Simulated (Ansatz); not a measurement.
The molecule KAl, closed-shell singlet (lowest of 2S+1 = 1, 3 at CCSD(T)/def2-TZVPP on PBE0 minima; our sources give no spin for the ground state, which may be another). No spin–orbit coupling. K is treated without relativity.

D_e counts from the fitted minimum to each atom's lowest state at the same level, without counterpoise. The singlet is restricted.

Correlated levels freeze the inner cores; with def2 sets outer-core shells near the valence are correlated too.

The values were computed with Ansatz (an electronic-structure program) with Gaussian orbitals. Each number belongs to the level named beside it.

```json
[
 {"level": "SVWN5/def2-TZVPP", "bond energy D_e (kcal/mol)": "19.09"},
 {"level": "PBE/def2-TZVPP", "bond energy D_e (kcal/mol)": "14.55"},
 {"level": "B97M-V/def2-TZVPP", "bond energy D_e (kcal/mol)": "16.75"},
 {"level": "B3LYP/def2-TZVPP", "bond energy D_e (kcal/mol)": "12.09"},
 {"level": "CAM-B3LYP/def2-TZVPP", "bond energy D_e (kcal/mol)": "9.29"},
 {"level": "wB97M-V/def2-TZVPP", "bond energy D_e (kcal/mol)": "13.86"},
 {"level": "CCSD/def2-TZVPP", "bond energy D_e (kcal/mol)": "[?]"},
 {"level": "CCSD/def2-QZVPP", "bond energy D_e (kcal/mol)": "[?]"},
 {"level": "CCSD(T)/def2-QZVPP", "bond energy D_e (kcal/mol)": "14.02"}
]
```

### Question
Fill in the missing entries.

### Answer

- CCSD/def2-TZVPP, bond energy D_e (kcal/mol): 10.54
- CCSD/def2-QZVPP, bond energy D_e (kcal/mol): 11.70

Doubts at one or more of the structures used: a restricted determinant that unrestricted orbitals would lower (CCSD/def2-TZVPP, CCSD/def2-QZVPP, CCSD(T)/def2-QZVPP).
